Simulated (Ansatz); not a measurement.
Coupled-cluster run, C2H7BrGe, SMILES `[GeH3][CH2]CBr`.

```yaml
crystal:
  periodic: [false, false, false]
  atoms:
    - {symbol: Ge, position_ang: [0.052574, 1.550764, 0.306114]}
    - {symbol: C, position_ang: [-0.566456, -0.318653, 0.240773]}
    - {symbol: C, position_ang: [0.418099, -1.201485, -0.471083]}
    - {symbol: Br, position_ang: [-0.182178, -3.066081, -0.544539]}
    - {symbol: H, position_ang: [0.239525, 2.089298, -1.123005]}
    - {symbol: H, position_ang: [-0.985817, 2.409987, 1.043685]}
    - {symbol: H, position_ang: [1.399364, 1.629177, 1.045983]}
    - {symbol: H, position_ang: [-1.536699, -0.336073, -0.260167]}
    - {symbol: H, position_ang: [-0.722262, -0.659008, 1.266698]}
    - {symbol: H, position_ang: [0.564042, -0.914908, -1.511146]}
    - {symbol: H, position_ang: [1.385109, -1.239919, 0.027485]}
basis:
  gaussian: {orbitals: def2-TZVPP}
correlation: {method: ccsd_t}
```

```sh
$ ansatz run in.yaml --threads 2 --pin off --events-out ev --progress --plain --max-ram 32768MiB --backend cuda --devices 0, --max-vram 18GiB
```

Log, shortened:

```
Functional definition: HF
1550 factors; integrals over basis functions are off by at most 1.0e-3 eV
mean field evaluation 1: about -128642.6678 eV, gradient 2.6e1 eV
mean field evaluation 2: about -128642.8414 eV, gradient 2.7e1 eV
mean field evaluation 4: about -128645.0090 eV, gradient 3.9e0 eV
mean field evaluation 8: about -128645.0533 eV, gradient 2.1e-1 eV
mean field -128645.05349019 eV, -4727.6185170154 hartree, gradient 2.4e-6 eV, S^2 0.000000; 0 other end points of the search recorded, 0 dependent functions left out
20 core orbitals not correlated: weight in the atoms' cores, before any rotation towards them, 1.000 or more for the frozen orbitals, at most 0.000 for the correlated occupied ones
reference -128645.05349019 eV, -4727.6185170154 hartree; 23, 23 occupied and 213, 213 virtual orbitals, 1550 factors
second order -24.36509950 eV of doubles, -0.00000000 eV of singles
cycle   1  -24.59713991 eV  change   -2.3e-1 eV  update   1.1e-1
cycle   2  -25.29508565 eV  change   -7.0e-1 eV  update   3.0e-2
cycle   3  -25.37985969 eV  change   -8.5e-2 eV  update   1.3e-2
cycle   4  -25.36961328 eV  change    1.0e-2 eV  update   3.0e-3
cycle   5  -25.37028425 eV  change   -6.7e-4 eV  update   1.1e-3
cycle   6  -25.37018301 eV  change    1.0e-4 eV  update   2.9e-4
cycle   7  -25.37006479 eV  change    1.2e-4 eV  update   1.0e-4
cycle   8  -25.37007412 eV  change   -9.3e-6 eV  update   3.4e-5
perturbative correction -0.94208169 eV, -0.0346208637 hartree
Total energy: -128671.36564601 eV, -4728.5854709066 hartree
```

Run time 17 s (2 threads of an AMD EPYC 7R13 on a shared host and a share of an NVIDIA H100 80 GB); peak host memory 0.83 GiB.

MP2 recovers 92.6 % of the CCSD(T) correlation energy and the triples give 3.6 %; T1 = 0.0095.
